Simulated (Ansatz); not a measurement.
One change: `C[O][SnH]([F])[Cl]` becomes `O[CH2][SnH]([F])[Cl]`.

Ansatz, PBE0-D4/def2-TZVP geometries, multiplicity 1. Each molecule was computed in one conformer, which needn't be the lowest.

Elements past krypton have def2 core potentials.

```tsv
property	`C[O][SnH]([F])[Cl]`
HOMO energy (PBE/def2-TZVPP) / eV	-6.87
HOMO–LUMO gap (B3LYP/def2-TZVPP) / eV	6.25
LUMO energy (B3LYP/def2-TZVPP) / eV	-1.97
size of the dipole moment (ωB97M-V/def2-TZVPP) / D	1.69
HOMO energy (B3LYP/def2-TZVPP) / eV	-8.22
LUMO energy (PBE0/def2-TZVPP) / eV	-1.63
```

What does the change do to each property? (Estimate.)

Computed: 
```tsv
property	`O[CH2][SnH]([F])[Cl]`	shift
HOMO energy (PBE/def2-TZVPP) / eV	-7.12	-0.25
HOMO–LUMO gap (B3LYP/def2-TZVPP) / eV	7.10	0.85
LUMO energy (B3LYP/def2-TZVPP) / eV	-1.20	0.77
size of the dipole moment (ωB97M-V/def2-TZVPP) / D	3.93	2.24
HOMO energy (B3LYP/def2-TZVPP) / eV	-8.30	-0.08
LUMO energy (PBE0/def2-TZVPP) / eV	-0.86	0.77
```

With PBE0 the HOMO falls by 0.06 eV and the LUMO rises by 0.77 eV, so the gap widens by about 0.83 eV. PBE moves the HOMO by -0.25 eV and ωB97M-V by 0.17 eV. Dipoles are sizes alone; their direction can turn.

B3LYP here is the variant with VWN-RPA as its local correlation; programs differ in this.
